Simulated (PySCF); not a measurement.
Precursor series Ti OH-H. Gas-phase values, no solvent. One relaxed conformer stands for each flexible species; it need not be the lowest. All members: neutral, multiplicity 1. Level: B3LYP-D3(BJ)/def2-TZVP // r2SCAN-D4/def2-SVP (PySCF), beside PBE-D3(BJ)/def2-TZVP // r2SCAN-D4/def2-SVP (PySCF) at the same geometries. B3LYP has the VWN-RPA correlation part, as in Gaussian.  Orbital energies are measured against the vacuum level.

| species | HOMO, PBE (eV) | HOMO, B3LYP-D3(BJ) (eV) |
|---|---|---|
| [Ti(H)4] | -7.43 | -8.64 |
| [Ti(OH)4] | -7.26 | withheld |
| [Ti(OH)(H)3] | -6.91 | -8.17 |
| [Ti(OH)3(H)] | -6.55 | -7.86 |
| [Ti(OH)2(H)2] | -6.53 | -7.83 |

Q: Fit y = a + b·x, y being the HOMO at the first level, to the 4 complete rows by least squares, with x = the PBE value in eV. Give a, b and the rms residual, and predict the withheld value.

A: Means of the 4 rows: x̄ = -6.855, ȳ = -8.125 eV. Σ(x − x̄)² = 0.5323 and Σ(x − x̄)(y − ȳ) = 0.4753, so b = 0.893 and a = ȳ − b·x̄ = -2.003 eV. The rms residual is 0.005 eV. At x = -7.26 the line gives -8.49 eV. The run for [Ti(OH)4] gave -8.71 eV, so the line is off by 0.22 eV, more than twice the rms residual.

Codes: PySCF.
